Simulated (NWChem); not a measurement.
System: BSiH₃F₂; SMILES FB(F)[SiH3]

Input file for NWChem:

```
start job
memory heap 200 mb stack 900 mb global 1100 mb
geometry units angstroms noautoz
  B     -0.006469     0.577343     0.003469
  F     -1.114828     1.291887    -0.002932
  F      1.125943     1.255191    -0.003235
  Si    -0.010021    -1.458086     0.004479
  H      0.898382    -1.964497     1.078416
  H      0.505743    -1.946237    -1.312556
  H     -1.385704    -1.996163     0.219969
end
basis spherical
  * library def2-svp
end
dft
  xc pbe0
  iterations 150
  vectors input atomic output neutral.movecs
end
task dft energy
charge 1
dft
  odft
  mult 2
  vectors input atomic output cation.movecs
end
task dft energy
```

All runs use the structure optimised with PBE0/def2-SVP.

Ions are spin-unrestricted doublets at the neutral geometry; other ion states weren't tried.

Task: Give the results of this calculation. (PBE0/def2-SVP, vertical spin-unrestricted ions.) Quantities: vertical ionisation energy, ΔSCF (eV); −ε(HOMO) (eV).

Result: 
```
Quantity                               Value
-------------------------------------  -----
vertical ionisation energy, ΔSCF (eV)  11.51
−ε(HOMO) (eV)                           9.09
```
